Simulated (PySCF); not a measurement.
Harmonic spectrum computed at PBE0 in the def2-TZVPD basis family (core potentials from Rb on, PySCF, no spin–orbit coupling):

```json
{"symmetry": "πu", "ω (cm⁻¹)": "102", "IR (km/mol, summed over degenerate members)": "37.7"}
{"symmetry": "σg+", "ω (cm⁻¹)": "379", "IR (km/mol, summed over degenerate members)": "0.0"}
{"symmetry": "σu+", "ω (cm⁻¹)": "437", "IR (km/mol, summed over degenerate members)": "142"}
```

Which molecule gave it? In each, all ligands are bound to the one heavy central atom.
A. TlS₂⁻ (singlet)
B. BiS₂⁻ (singlet)
C. SbS₂⁻ (singlet)
D. InS₂⁻ (singlet)

A. It has D∞h symmetry with Tl–S 2.280 Å (×2).
